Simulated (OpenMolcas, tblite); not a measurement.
# Si2H6O2 (SMILES O[SiH2][SiH2]O): the vertical ionisation energy, rung by rung

Si2H6O2 has 10 atoms, charge 0, and is taken as a singlet. As SMILES, `O[SiH2][SiH2]O`. Geometry: relaxed at PBE0-D4/def2-TZVP. This is one conformer, not always the lowest.

Quantity: the vertical ionisation energy (to the doublet cation), in eV. The values are calculated.

| level | kind | program | value (eV) | less CCSD(T)/6-31G* | CPU time (all runs) |
| --- | --- | --- | --- | --- | --- |
| IPEA1-xTB | semi-empirical | tblite | 12.77 | +3.49 | under 2 s |
| HF/6-31G* (spherical functions) | Hartree–Fock | OpenMolcas | 9.35 | +0.07 | 14 s |
| SVWN5/6-31G* (spherical functions) | LDA | OpenMolcas | 9.03 | -0.25 | 46 s |
| PBE/6-31G* (spherical functions) | GGA | OpenMolcas | 8.93 | -0.35 | 66 s |
| revPBE/6-31G* (spherical functions) | GGA | OpenMolcas | 8.91 | -0.37 | 71 s |
| TPSS/6-31G* (spherical functions) | meta-GGA | OpenMolcas | 9.05 | -0.23 | 95 s |
| r2SCAN/6-31G* (spherical functions) | meta-GGA | OpenMolcas | 9.18 | -0.10 | 86 s |
| B3LYP/6-31G* (spherical functions) | global hybrid | OpenMolcas | 9.33 | +0.05 | 63 s |
| CCSD(T)/6-31G* (spherical functions), open shells restricted | coupled cluster or CI | OpenMolcas | 9.28 | 0.00 | 56 s |

CCSD(T)/6-31G* (spherical functions), open shells restricted is the highest level here, not the true value. The values span 8.91 to 12.77 eV. The xTB values lack the empirical shift that such differences need. CPU times are rough (shared hosts, several kinds of processor and program).
